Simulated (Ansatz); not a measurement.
Reaction (redistribution): `C[O][In]([CH3])[SH]` + `CO[SiH](N)Br` → `C[O][In]([SH])[O]C` + `C[SiH](N)Br`

Gas-phase electronic energies from Ansatz, PBE0-D4/def2-TZVP geometries. CBS: MP2 limit from def2 TZ/QZ plus the TZ coupled-cluster correction, frozen cores. DFT in def2-TZVPP. Elements past krypton have def2 core potentials. For Br, In outer-core shells are correlated without core-valence functions, which leaves a few kJ/mol of doubt a bond. Scalar relativity is left out up to krypton. One conformer a species, not always the lowest.

| level | ΔE (kcal/mol) |
| --- | --- |
| ωB97X-V | 17.6 |
| B2PLYP | 17.9 |
| r2SCAN | 17.1 |
| SCS-MP2/def2-TZVPP | 18.6 |

(1) What does CCSD(T)/CBS give? (An estimate is asked.)

Largest T1 diagnostic among the species: 0.016.

Results:

(1) Ansatz gave: +17.4 kcal/mol. The listed levels differ from it by 0.2, 0.5, -0.3, 1.2 kcal/mol.

From PBE to PBE0 (25 % exact exchange), in def2-TZVPP and without D4, ΔE moves by +1.9 kcal/mol.
